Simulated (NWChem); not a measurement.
CH5AlS; SMILES [SH][AlH][CH3]

```xyz
8

Al    -0.6065    -0.4941     0.0000
H     -2.1892    -0.5845     0.0000
C      0.5890    -2.0504     0.0000
H      0.4001    -2.6798     0.8800
H      1.6527    -1.7888     0.0000
H      0.4001    -2.6798    -0.8800
S      0.1632     1.5755     0.0000
H      1.4756     1.2506     0.0000
```
Atoms are numbered in this order, from 1.

Results from NWChem. Structure relaxed at the B3LYP/6-31G* (spherical d) level. B3LYP is NWChem's, with the RPA form of VWN correlation. Vertical excitations in the gas phase; the lowest state need not have the same character in each row.

For level B3LYP/def2-SVP, TDA:

```yaml
lowest excitation, singlet (eV): 5.68
lowest state with f > 0.02, singlet (eV): 5.68
orbital gap (eV): 6.15
```

Q: How do the values read with level PBE/def2-SVP, TDA instead?

A: The lowest excitation, singlet (eV) is 5.38 and the lowest state with f > 0.02, singlet (eV) comes out as 5.39. The orbital gap (eV) comes out as 4.68.
